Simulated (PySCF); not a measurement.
The same groups moved round the core (butadiene methyl+boryl). Gas-phase values, no solvent. One relaxed conformer stands for each flexible species; it need not be the lowest. Strings in code marks are SMILES.

The four lowest singlet excitations (Tamm–Dancoff). The numbers are results of TPSSh-D3(BJ)/def2-TZVP // CAM-B3LYP-D3(BJ)/def2-TZVP (PySCF 2.14.0), not measurements. Excitations are Tamm–Dancoff values on a coarser integration grid. The basis has no diffuse functions, so Rydberg states are missing or too high.

```csv
state,energy (eV),wavelength (nm),oscillator strength
S1,4.75,261,0.476
S2,4.86,255,0.000
S3,5.23,237,0.002
S4,5.95,208,0.270
```

Which member gives these states?
A. `B/C(C=C)=C/C`
B. `B/C=C(/C)C=C`
C. `B/C=C/C=C\C`
D. `B/C=C\C=C/C`

B, `B/C=C(/C)C=C`
